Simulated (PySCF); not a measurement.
## Correlation energy of P (phosphorus, neutral)

[Ne] 3s1 3p3 3d1, high-spin 6D determinant (an excited configuration). Computed with PySCF 2.14 in aug-cc-pVDZ-DK (5s4p2d, 27 functions), with the spin-free X2C one-electron Hamiltonian (Gaussian nucleus). Frozen: [Ne]; 5 electrons correlated.

```json
{"level": "CCSD", "correlation energy (mhartree)": "-24.08"}
{"level": "(T)", "correlation energy (mhartree)": "-0.11"}
{"level": "CCSD(T)", "correlation energy (mhartree)": "-24.19"}
{"level": "CCSDT", "correlation energy (mhartree)": "-24.24"}
{"level": "FCI", "correlation energy (mhartree)": "-24.24"}
```

Diagnostics: T1 = 0.0029, D1 = 0.0077, largest double amplitude 0.037, weight of the Hartree-Fock determinant in FCI 0.9823 (26334 determinants).

The outer electron is Rydberg-like, and this basis confines it to a smaller radius and binds it less than a complete one would.

Cost of the coupled-cluster step: of the order of 0.19 core-seconds, for 5 correlated electrons.
